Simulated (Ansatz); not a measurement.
Species: C₂HF₅, charge 0, singlet. C2HF5 (1,1,1,2,2-pentafluoroethane, SMILES FC(F)C(F)(F)F).
B3LYP-D3(BJ)/def2-TZVP minimum from Ansatz (a quantum-chemistry and plane-wave program):
```
C
F 1 1.3328
F 1 1.3401 2 108.81
F 1 1.3401 2 108.81 3 -117.88
C 1 1.5391 2 111.64 3 121.06
F 5 1.3515 1 108.96 2 -59.34
F 5 1.3515 6 108.89 1 -118.73
H 5 1.0921 6 109.62 7 -119.92
```
Charge 0, spin multiplicity 1.

Hartree-Fock and MP2 correlation energies in hartree (Ansatz). Radicals and triplets start from unrestricted determinants; spin-orbit coupling is neglected. Correlated methods leave the cores frozen. No relativity.

```
basis    X       E(HF)  E(corr, MP2)
-------  -  ----------  ------------
cc-pVTZ  3  -573.73797      -1.56320
cc-pVQZ  4  -573.78346      -1.70243
cc-pV5Z  5  -573.79575      withheld
```

Task: Fit E(corr) = E∞ + A/X³ to X = 3 and 4, predict X = 5, and compare with the run.

Result: A = (-1.56320 - (-1.70243))/(1/27 - 1/64) = 6.5024; E∞ = -1.70243 - A/64 = -1.80403; at X = 5, E∞ + A/125 = -1.75201. The run gave -1.76050, 8.49 mEh below the prediction. The same form on X = 4 and 5 gives E∞ = -1.82143, 17.40 mEh below the first estimate.
